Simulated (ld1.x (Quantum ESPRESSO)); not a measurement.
# Mg (Z = 12), ultrasoft: configuration errors across variants

ld1.x (Quantum ESPRESSO) 7.5 input, shortened:

```
&input
   title='Mg', zed=12., rel=1, dft='PZ', iswitch=3,
   config='[Ne] 3s0.5 3p0'
 /
 &inputp
   pseudotype=3, tm=.true., lloc=-1, rcloc=0.95,
   nlcc=.true., rcore=0.55,
   which_augfun='PSQ', rmatch_augfun=1.05
 /
4
2S  1  0   2.00   0.00  0.95  1.15  0.0
3S  2  0   0.50   0.00  0.95  1.15  0.0
2P  2  1   6.00   0.00  1.00  1.20  0.0
3P  3  1   0.00   0.00  1.00  1.20  0.0
 &test
   configts(1)='2s2 2p6 3s0.5 3p0'
 /
```

All-electron excitation energies from the reference (eV): (1) 2s2 2p6 3s2 3p0 -14.737; (2) 2s2 2p6 3s1 3p0 -6.664; (3) 2s2 2p6 3s0 3p0 8.385; (4) 2s2 2p6 3s1.5 3p0 -11.545; (5) 2s1 2p6 3s2 3p0 76.171; (6) 2s2 2p6 3s0 3p2 -7.468; (7) 2s2 2p5 3s2 3p0 43.908; (8) 2s2 2p6 3s0.5 3p0 spin -0.112; (9) 2s2 2p6 3s1 3p0 spin -6.984.

Spin tests fill each open shell by Hund’s rule, majority spin first.

The overlap operator is not positive definite (basis up to 400 Ry) in “base”, “local potential all-electron potential smoothed inside 0.50 bohr (lloc = -1)”, “local potential all-electron potential smoothed inside 0.62 bohr (lloc = -1)”, “local potential all-electron potential smoothed inside 0.88 bohr (lloc = -1)”, “local potential all-electron potential smoothed inside 1.00 bohr (lloc = -1)”. Such files are unfit for use, however small their errors in these radial tests.

Tests that are not counted but printed errors over 1 eV. “local potential all-electron potential smoothed inside 1.24 bohr (lloc = -1)”: 2s2 2p6 3s0 3p0 (solver errors, printed error -1094 eV); 2s1 2p6 3s2 3p0 (pseudo-atom not self-consistent, printed error -1012 eV); 1 more. “local potential all-electron potential smoothed inside 1.38 bohr (lloc = -1)”: 2s2 2p6 3s0 3p0 (solver errors, printed error -1094 eV); 2s1 2p6 3s2 3p0 (pseudo-atom not self-consistent, printed error -1012 eV); 1 more.

Errors AE − PS in meV (a dash: test not solved or not reliable):

```tsv
change	(1)	(2)	(3)	(4)	(5)	(6)	(7)	(8)	(9)	bound ghosts
base	-0.4	-0.1	-0.2	-0.3	-200	-0.1	-4.3	+0.1	+0.1	not determined (overlap not positive)
local potential all-electron potential smoothed inside 0.50 bohr (lloc = -1)	+0.4	+0.1	+0.1	+0.2	-0.4	+3.6	+184	+0.1	+0.3	not determined (overlap not positive)
local potential all-electron potential smoothed inside 0.62 bohr (lloc = -1)	-0.3	0.0	-0.2	-0.1	-177	+0.6	+16	+0.1	+0.1	not determined (overlap not positive)
local potential all-electron potential smoothed inside 0.88 bohr (lloc = -1)	-0.4	-0.1	-0.2	-0.3	-201	-0.1	-4.5	+0.1	+0.1	not determined (overlap not positive)
local potential all-electron potential smoothed inside 1.00 bohr (lloc = -1)	-0.4	-0.1	-0.2	-0.3	-202	-0.1	-7.6	+0.1	+0.1	not determined (overlap not positive)
local potential all-electron potential smoothed inside 1.10 bohr (lloc = -1)	+0.2	0.0	-0.2	+0.1	-159	-0.1	+43	+0.1	+0.2	none
local potential all-electron potential smoothed inside 1.24 bohr (lloc = -1)	-0.2	0.0	–	-0.2	–	-0.1	–	+0.1	+0.1	none
local potential all-electron potential smoothed inside 1.38 bohr (lloc = -1)	-0.2	0.0	–	-0.2	–	-0.1	–	+0.1	+0.1	none
```

(1) Give the same row for: local potential all-electron potential smoothed inside 0.78 bohr (lloc = -1).

## Answers

(1) -0.4, -0.1, -0.2, -0.3, -204, 0.0, -7.9, +0.1, +0.1; bound ghosts: none.
